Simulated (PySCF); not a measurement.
## Exercise with solution: refractive index and permittivity of the vapour

C4H3N2, SMILES n1[c]nccc1, multiplicity 2.

The structure is a stationary point at PBE0-D3(BJ)/def2-SVP. The isomer is the one that the SMILES or the coordinates give; other isomers of the formula were not compared.

PySCF with PBE/def2-TZVP gives a mean static polarisability of 54.4 bohr³ and a dipole moment of 3.52 D. Take an ideal gas at 298.15 K and 0.1 bar, whether or not the substance is that volatile.

Problem. Work out n − 1 in the optical limit and the static ε − 1.

Solution. 
Polarisability volume α' = 54.4 × 0.148185 = 8.06 Å³. Number density N = p/kT = 2.43e-6 Å⁻³.
Dilute limit of Lorentz–Lorenz: n − 1 = 2π N α' = 0.00012.
Orientation term of Debye: μ²/(3kT) = 8.098 Å³ × μ²(D²) = 100.33 Å³.
ε − 1 = 4π N (α' + μ²/3kT) = 0.0033. Orientation of the dipole supplies 93 % of the static response; it can't follow optical fields. Vibrational polarisation and dispersion are left out.
